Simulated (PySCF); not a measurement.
Input for PySCF: R-B3LYP/6-31G* on H4OSi (SMILES O[SiH3]) with ghost functions.

```python
from pyscf import gto, scf, dft, mp
from pyscf.data.elements import chemcore

mol = gto.M(
    atom='''
    O    -0.92023618    0.44252351    3.29622971
    Si   -0.14683259    0.32680620    4.75451449
    H    -1.82215991    0.77053417    3.27510433
    H    -0.03619327    1.65036074    5.41543487
    H     1.19620962   -0.20231274    4.45226710
    H    -0.86115759   -0.59150974    5.67499784
    ghost-Ge    0.39343159   -0.39215481    0.44313808
    ghost-H   -0.90285126   -1.19267803    0.62537068
    ghost-H    1.37107651   -0.70007824    1.58412865
    ghost-H    0.08431789    1.11010137    0.40104872
    ghost-H    1.04380532   -0.80140123   -0.89260912
    ''',
    basis='6-31g*',
    cart=True,
    charge=0, spin=0, verbose=3, max_memory=1800)
mf = dft.RKS(mol, xc='b3lyp')
mf.conv_tol = 1e-8
mf.max_cycle = 100
mf.kernel()
if not mf.converged:
    mf = mf.newton().run(mf.mo_coeff, mf.mo_occ)
```

### Question
What total energy does the run end on?

### Answer
-367.1446 hartree.
